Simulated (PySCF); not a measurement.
# Telling isomers of C$_{4}$H$_{13}$NSi$_{4}$ apart by NMR

PySCF calculation with structure optimised with PBE0-D3(BJ)/def2-SVP and GIAO PBE0/pcSseg-1 shieldings; no relativistic terms, no solvent, a single conformation, fast rotation and ring inversion assumed for equivalent nuclei.

Scale: ¹H and ¹³C against TMS (reference shieldings calculated alike). Where no couplings were computed, multiplicities follow the n + 1 count of equivalent neighbours, and m marks all less simple cases (inequivalent or close neighbours, rings, F or P nearby). Shifts are as computed. Against solution values, carbons near 30 ppm lie about +2 ppm off and those near 130 ppm about +5 ppm. Of 1313 compounds with measured shifts, 239 miss one by over three times the rms of a fit or turn the order of signals round; such compounds aren't used in these exercises.

(1) Tabulate the signals of `[SiH3]N([SiH3])C1=C[SiH2]C=C[SiH2]1`, `C#C[Si]1(N(C)C)[SiH2][SiH2][SiH2]1` and their relative energies.

(2) What is the quickest way to tell [SiH3]N([SiH3])C1=C[SiH2]C=C[SiH2]1 from C#C[Si]1(N(C)C)[SiH2][SiH2][SiH2]1?

Results:

(1) 
```tsv
SMILES	carbon types	δC	δH	E rel. (kcal/mol)
[SiH3]N([SiH3])C1=C[SiH2]C=C[SiH2]1	1×C 3×CH	167.1, 156.1, 151.4, 117.0	7.32 (m, 1H), 7.11 (m, 1H), 5.41 (t, 1H), 4.85 (s, 6H), 4.82 (m, 2H), 4.81 (m, 2H)	0.0
C#C[Si]1(N(C)C)[SiH2][SiH2][SiH2]1	1×C 1×CH 2×CH3	112.2, 87.3, 39.1	4.43 (m, 2H), 4.29 (m, 2H), 3.77 (m, 1H), 3.73 (m, 1H), 3.02 (s, 1H), 2.45 (s, 6H)	23.4
```

Energies are electronic energies at PBE0/pcSseg-1 on these geometries, without zero-point or thermal terms, each for the one conformer computed, which needn't be the lowest.

(2) Count the carbon signals: 4 against 3. The first has an alkene carbon bearing nitrogen (C) at 167.1 ppm, the second an alkyne carbon (C) at 87.3 ppm. Their most deshielded carbons lie at 167.1 and 112.2 ppm. In the proton spectra the most deshielded non-exchanging signals are 7.32 (m, 1H) and 4.43 (m, 2H).
